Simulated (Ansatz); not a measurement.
Ansatz results at the PBE0-D4/def2-TZVP geometry: HOMO energy (B3LYP/def2-TZVPP) -7.84 eV; HOMO–LUMO gap (B3LYP/def2-TZVPP) 6.66 eV; LUMO energy (PBE/def2-TZVPP) -1.98 eV.

Task: Which molecule gave them?
A. `O[SiH](O)O[SiH](O)Cl`
B. `CN([SiH2]O)[SiH](F)F`
C. `[SiH3]/C=C/[SiH3]`
D. `F[SiH](F)[O][GeH3]`

Result: C. The others give `O[SiH](O)O[SiH](O)Cl`: -9.08, 9.24, -0.38; `CN([SiH2]O)[SiH](F)F`: -7.71, 7.65, -0.61; `F[SiH](F)[O][GeH3]`: -9.14, 8.72, -1.06.

B3LYP here is the variant with VWN-RPA as its local correlation; programs differ in this.
